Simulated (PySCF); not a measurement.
Molecular orbitals of NiO

PBE0 at R = 1.617 Å; basis Ni def2-TZVPP, O def2-TZVPP; no relativity; PySCF 2.14. State: ³Σ⁻ (triplet), unpaired electrons π ↑↑. Only the outer orbitals are listed, counted within each symmetry.

```json
{"spin": "α", "orbital": "3π", "occ.": "1", "ε (eV)": "-11.42", "on Ni (%)": "74", "main shells (%)": "74 Ni d, 26 O p"}
{"spin": "α", "orbital": "3π", "occ.": "1", "ε (eV)": "-11.42", "on Ni (%)": "74", "main shells (%)": "74 Ni d, 26 O p"}
{"spin": "α", "orbital": "8σ", "occ.": "1", "ε (eV)": "-11.31", "on Ni (%)": "55", "main shells (%)": "54 Ni d, 40 O p"}
{"spin": "α", "orbital": "1δ", "occ.": "1", "ε (eV)": "-9.06", "on Ni (%)": "100", "main shells (%)": "100 Ni d"}
{"spin": "α", "orbital": "1δ", "occ.": "1", "ε (eV)": "-9.06", "on Ni (%)": "100", "main shells (%)": "100 Ni d"}
{"spin": "α", "orbital": "4π", "occ.": "1", "ε (eV)": "-8.11", "on Ni (%)": "30", "main shells (%)": "70 O p, 26 Ni d"}
{"spin": "α", "orbital": "4π", "occ.": "1", "ε (eV)": "-8.11", "on Ni (%)": "30", "main shells (%)": "70 O p, 26 Ni d"}
{"spin": "α", "orbital": "9σ", "occ.": "1", "ε (eV)": "-7.35", "on Ni (%)": "58", "main shells (%)": "42 O p, 36 Ni d, 21 Ni s"}
{"spin": "α", "orbital": "10σ", "occ.": "0", "ε (eV)": "-2.91", "on Ni (%)": "91", "main shells (%)": "59 Ni s, 27 Ni p, 9 O p"}
{"spin": "α", "orbital": "5π", "occ.": "0", "ε (eV)": "1.27", "on Ni (%)": "98", "main shells (%)": "91 Ni p"}
{"spin": "α", "orbital": "5π", "occ.": "0", "ε (eV)": "1.27", "on Ni (%)": "98", "main shells (%)": "91 Ni p"}
{"spin": "β", "orbital": "7σ", "occ.": "1", "ε (eV)": "-23.63", "on Ni (%)": "9", "main shells (%)": "90 O s"}
{"spin": "β", "orbital": "8σ", "occ.": "1", "ε (eV)": "-10.30", "on Ni (%)": "52", "main shells (%)": "51 Ni d, 43 O p"}
{"spin": "β", "orbital": "1δ", "occ.": "1", "ε (eV)": "-8.08", "on Ni (%)": "100", "main shells (%)": "100 Ni d"}
{"spin": "β", "orbital": "1δ", "occ.": "1", "ε (eV)": "-8.06", "on Ni (%)": "100", "main shells (%)": "100 Ni d"}
{"spin": "β", "orbital": "3π", "occ.": "1", "ε (eV)": "-7.97", "on Ni (%)": "47", "main shells (%)": "52 O p, 45 Ni d"}
{"spin": "β", "orbital": "3π", "occ.": "1", "ε (eV)": "-7.97", "on Ni (%)": "47", "main shells (%)": "52 O p, 45 Ni d"}
{"spin": "β", "orbital": "9σ", "occ.": "1", "ε (eV)": "-6.65", "on Ni (%)": "66", "main shells (%)": "34 O p, 33 Ni d, 32 Ni s"}
{"spin": "β", "orbital": "4π", "occ.": "0", "ε (eV)": "-2.52", "on Ni (%)": "65", "main shells (%)": "52 Ni d, 35 O p, 12 Ni p"}
{"spin": "β", "orbital": "4π", "occ.": "0", "ε (eV)": "-2.52", "on Ni (%)": "65", "main shells (%)": "52 Ni d, 35 O p, 12 Ni p"}
{"spin": "β", "orbital": "10σ", "occ.": "0", "ε (eV)": "-2.47", "on Ni (%)": "87", "main shells (%)": "50 Ni s, 27 Ni p, 13 O p"}
```

Question: Which are the highest filled and the lowest empty level, where do they sit, and how wide is the gap?

Answer: Highest filled β 9σ at -6.65 eV (in %: 34 O p, 33 Ni d, 32 Ni s); lowest empty α 10σ at -2.91 eV (in %: 59 Ni s, 27 Ni p, 9 O p); the gap at PBE0 is 3.74 eV.

```json
{"bond order (Mayer)": "2.00", "⟨S²⟩": "2.038", "charge on Ni (Mulliken, basis-dependent)": "0.52", "charge on Ni (Löwdin, basis-dependent)": "0.22", "dipole moment (positive dipole means Ni(−)O(+))": "-4.87 D", "polarisability along the bond": "41.1 bohr³", "polarisability across the bond": "31.2 bohr³"}
```

The state is the lowest single determinant that the PBE0 search found; with open d or f shells the true ground state can be another one.
